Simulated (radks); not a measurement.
Results of a calculation; reference values are marked as such.
Question: These are the eigenvalues of the occupied orbitals of an atom or ion with whole-number occupations (Ry). Level of theory: Dirac Kohn-Sham, BLYP, spin-unpolarised, spherical densities, finite nucleus; Fermi nuclear charge, rms radius of each element as measured or else 0.836 A^(1/3) + 0.57 fm (a radial shooting solver on a logarithmic mesh with Libxc functionals).

| orbital | eigenvalue |
|---|---|
| 1s1/2 | -4643.421 |
| 2s1/2 | -791.5939 |
| 2p1/2 | -755.8014 |
| 2p3/2 | -673.6405 |
| 3s1/2 | -180.8654 |
| 3p1/2 | -164.9984 |
| 3p3/2 | -147.4752 |
| 3d3/2 | -120.4834 |
| 3d5/2 | -116.6570 |
| 4s1/2 | -37.54204 |
| 4p1/2 | -31.07749 |
| 4p3/2 | -27.08876 |
| 4d3/2 | -16.44894 |
| 4d5/2 | -15.72101 |
| 5s1/2 | -6.42117 |
| 5p1/2 | -4.61947 |
| 5p3/2 | -4.09908 |
| 4f5/2 | -2.70724 |
| 4f7/2 | -2.59485 |

Which element is it, and in what charge state? The configuration may be excited. Open shells, if any, are shared by 2j + 1.

Answer: Z = 71, lutetium, charge +3: Lu3+ in [Xe] 4f14. The list shows which subshells hold electrons but not how many an open one holds; the 1s level, -2321.7 hartree, gives Z - s = 68.1 by -(Z - s)^2/2, which with screening and relativity narrows Z to a few neighbours, and the depths of the outer levels then fix element, charge and occupations together.
